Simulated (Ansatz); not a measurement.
`N[SiH3]` and `[NH2][GeH3]` differ in one element.

Ansatz, PBE0-D4/def2-TZVP geometries, multiplicity 1. 

Scalar relativity is left out up to krypton.

| property | `N[SiH3]` |
| --- | --- |
| zero-point energy (PBE0-D4/def2-TZVP) / kJ/mol | 132.0 |
| size of the dipole moment (ωB97M-V/def2-TZVPP) / D | 1.35 |
| LUMO energy (B3LYP/def2-TZVPP) / eV | 0.05 |
| HOMO energy (PBE0/def2-TZVPP) / eV | -7.42 |
| LUMO energy (ωB97M-V/def2-TZVPP) / eV | 1.85 |
| HOMO energy (ωB97M-V/def2-TZVPP) / eV | -9.78 |

(1) What does the change do to each property? (An estimate is asked.)

Results:

(1) The calculation gave: 
```csv
property,`[NH2][GeH3]`,shift
zero-point energy (PBE0-D4/def2-TZVP) / kJ/mol,128.2,-3.8
size of the dipole moment (ωB97M-V/def2-TZVPP) / D,1.12,-0.23
LUMO energy (B3LYP/def2-TZVPP) / eV,0.11,0.06
HOMO energy (PBE0/def2-TZVPP) / eV,-7.33,0.09
LUMO energy (ωB97M-V/def2-TZVPP) / eV,1.98,0.13
HOMO energy (ωB97M-V/def2-TZVPP) / eV,-9.68,0.10
```

Dipoles are sizes alone; their direction can turn.

B3LYP here is the variant with VWN-RPA as its local correlation; programs differ in this.
